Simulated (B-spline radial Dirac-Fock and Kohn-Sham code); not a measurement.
## Sm 3p3/2: cross section and angular parameters

System: neutral samarium, configuration [Xe] 4f6 6s2; threshold 1419.8 eV (tabulated edge). Method: Dirac-Hartree-Slater photoionisation with a Latter tail; cross sections with all multipoles, angular parameters from the dipole term and its interference with E2. Computed with an atomic code on a B-spline grid.

For linearly polarised light dσ/dΩ = σ/(4π) [1 + β P₂(cos θ) + (δ + γ cos²θ) sin θ cos φ], with θ from the polarisation vector and φ the angle between the beam and the projection of the electron momentum on the plane normal to the polarisation.

```csv
hν (eV),σ (kb),β,γ,δ
1486.9,192,0.489,-0.008,0.190
1530,185,0.705,0.170,0.165
1650,168,1.034,0.335,0.097
2930,63.3,1.614,-0.040,0.007
2984.4,61.0,1.619,-0.041,0.007
4220,30.0,1.664,0.079,0.011
5230,18.6,1.660,0.263,0.015
5420,?,?,?,?
5700,15.3,1.652,0.354,0.017
6290,12.1,1.640,0.467,0.020
6530,11.0,1.635,0.512,0.021
7830,7.08,1.604,0.745,0.028
11100,2.87,1.520,1.249,0.048
12000,2.33,1.497,1.367,0.054
```

**Question.** Give the values at 5420 eV.

**Answer.** σ = 17.2 kb, β = 1.657, γ = 0.300, δ = 0.016.
